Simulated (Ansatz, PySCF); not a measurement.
CH8FNOSi2, SMILES [Si@H](C)([Si@@H](O)F)N. Atoms are numbered in the order given.

```xyz
14

C     -1.2512     0.7926     1.8010
Si    -1.2531     0.2625    -0.0112
N     -1.9353    -1.2932    -0.3916
Si     0.9708     0.0502    -0.6981
O      1.8820     1.0901     0.2280
F      1.3989    -1.4997    -0.3529
H     -0.7379     0.0439     2.4256
H     -2.2741     0.9250     2.1904
H     -0.7106     1.7476     1.9090
H     -1.9819     1.2973    -0.8067
H     -2.9258    -1.4798    -0.2653
H     -1.3819    -2.1207    -0.1868
H      1.2970     0.2198    -2.1452
H      2.8225     1.1736     0.0280
```

Geometry optimised at B3LYP-D3(BJ)/def2-SVP. The structure was generated by enumeration; whether it is a known compound was not checked. The values are those of a single conformer.

Two levels are set side by side: PBE-D3(BJ)/def2-SVP (Ansatz, a program for electronic structure) and B3LYP-D3(BJ)/def2-SVP (Ansatz). Each level has its own optimised geometry; the coordinates shown are those of the second. Frequencies come from the Hessian of PySCF at each geometry. Differences are taken from unrounded values.

```
quantity                            B3LYP-D3(BJ)  PBE-D3(BJ)  PBE-D3(BJ) minus B3LYP-D3(BJ)
----------------------------------  ------------  ----------  -----------------------------
mean bond length (Å)                       1.428       1.438                          0.010
bond C1–Si2 (Å)                            1.888       1.895                          0.007
bond Si2–N3 (Å)                            1.741       1.752                          0.011
bond Si2–Si4 (Å)                           2.337       2.343                          0.006
bond Si4–O5 (Å)                            1.664       1.678                          0.014
bond Si4–F6 (Å)                            1.645       1.657                          0.013
bond C1–H7 (Å)                             1.102       1.109                          0.007
bond C1–H8 (Å)                             1.102       1.110                          0.007
bond C1–H9 (Å)                             1.103       1.110                          0.007
bond Si2–H10 (Å)                           1.495       1.508                          0.013
bond N3–H11 (Å)                            1.016       1.024                          0.008
bond N3–H12 (Å)                            1.016       1.024                          0.008
bond Si4–H13 (Å)                           1.493       1.508                          0.015
bond O5–H14 (Å)                            0.965       0.974                          0.009
highest harmonic wavenumber (cm⁻¹)          3858        3749                           -109
mean harmonic wavenumber (cm⁻¹)             1192        1161                            -31
zero-point energy (kcal/mol)               61.35       59.77                          -1.59
```

Exact exchange shortens and stiffens bonds; PBE has none. Differences between two approximate levels are no errors against the true value.
